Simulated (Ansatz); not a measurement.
Stepwise reaction of `F[B](F)[AlH2]` with hydrogen, as a gas-phase model of exchange steps in deposition or etching. ΔE in kJ/mol; ΔG adds harmonic PBE0-D4 terms to CCSD(T)/CBS, at 1 bar.

Program: Ansatz. Geometries: PBE0-D4/def2-TZVP. ΔE: electronic, gas phase. CCSD(T)/CBS adds triple-zeta CCSD(T) − MP2 to the extrapolated MP2 energy (def2 sets, frozen cores). This one scheme is used for every species. DFT in def2-TZVPP. B3LYP here is the variant with VWN-RPA as its local correlation; programs differ in this.

| step | reaction | PBE-D4 | B3LYP-D4 | ωB97M-V | CCSD(T)/CBS | ΔG(400 K) |
| --- | --- | --- | --- | --- | --- | --- |
| 1 | `F[B](F)[AlH2]` + H₂ → `F[BH][AlH2]` + H–F | 156.4 | 158.9 | 159.6 | 151.3 | 150.7 |
| 2 | `F[BH][AlH2]` + H₂ → `[BH2][AlH2]` + H–F | 118.1 | 118.6 | 116.4 | 108.6 | 113.4 |

(1) By hand: ΔE of the 2 steps together at CCSD(T)/CBS.

## Answers

(1) (151.3) + (108.6) = 259.9 kJ/mol, or 129.9 kJ/mol a step.

In ΔE each step is lower than the one before. All are uphill at CCSD(T)/CBS. ΔG lies between 113.4 and 150.7 kJ/mol a step. PBE-D4 differs from CCSD(T)/CBS by 5.1 to 9.5 kJ/mol a step. Isolated molecules leave out the surface, adducts and barriers. Largest T1 diagnostic: 0.014.
